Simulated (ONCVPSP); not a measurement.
# Reading a pseudo-wave (titanium)

Columns: radius, all-electron u(r) and pseudo u(r) of the 3p shell (level -70.78 eV) of titanium in the configuration [Ne] 3s2 3p6 3d1; BLYP, scalar-relativistic, ONCV scheme, ONCVPSP 4.0.1.

```
r (bohr)  all-electron  pseudo
   0.072       -0.2882  0.0187
   0.145       -0.5247  0.0730
   0.217       -0.5003  0.1558
   0.290       -0.2986  0.2641
   0.362       -0.0249  0.3889
   0.435        0.2594  0.5238
   0.507        0.5088  0.6531
   0.580        0.7134  0.7721
   0.652        0.8638  0.8745
   0.725        0.9671  0.9600
   0.798        1.0266  1.0201
   0.870        1.0497  1.0476
   0.942        1.0451  1.0449
   1.015        1.0191  1.0190
   1.088        0.9778  0.9777
   1.160        0.9269  0.9268
   1.232        0.8697  0.8696
   1.305        0.8083  0.8082
   1.378        0.7458  0.7457
   1.450        0.6848  0.6847
   1.522        0.6256  0.6255
   1.595        0.5682  0.5681
   1.668        0.5140  0.5139
   1.740        0.4640  0.4640
   1.812        0.4177  0.4176
   1.885        0.3744  0.3743
```

(1) How many radial nodes do the two functions have?

(2) At about which radius was the pseudo-wave matched?

(3) Is the pseudo-wave norm-conserving?

Answers

(1) The all-electron 3p function has n − l − 1 = 1; the pseudo-wave has 0, since the states of the same l below it are removed with the core.

(2) 1.00 bohr, where the columns begin to agree (steps of 0.07 bohr).

(3) Yes: the ONCV scheme keeps the norm inside the radius equal to the all-electron one, which fixes the energy derivative of the logarithmic derivative at the level.
